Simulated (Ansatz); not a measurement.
C$_{2}$H$_{4}$F$_{2}$Si$_{2}$, SMILES `F[SiH](F)C#C[SiH3]` at its PBE0-D4/def2-TZVP geometry, where that method's forces vanish. Total charge 0; spin multiplicity 1.

```xyz
10

F    -2.6872   -1.8998    0.0899
Si   -1.3853   -1.7949   -0.8028
F    -1.8457   -1.4870   -2.2846
C    -0.3634   -0.4279   -0.2031
C     0.3607    0.4553    0.2069
Si    1.4414    1.8000    0.8235
H    -0.6847   -3.0863   -0.7790
H     0.6972    3.0792    0.7497
H     1.8134    1.5016    2.2266
H     2.6534    1.8598   -0.0272
```

What forces (eV/Å) does r2SCAN-D4/def2-TZVPP give on these atoms in the Gaussian-basis code of Ansatz? (Estimate.)

Ansatz gave: 
```
F1  -0.055 -0.008  0.032
Si2  0.106  0.004  0.038
F3  -0.023  0.008 -0.060
C4  -0.271 -0.348 -0.157
C5   0.294  0.365  0.168
Si6 -0.043 -0.056 -0.025
H7  -0.013  0.028  0.000
H8   0.024 -0.019  0.005
H9   0.000  0.016 -0.026
H10 -0.019  0.009  0.024
```
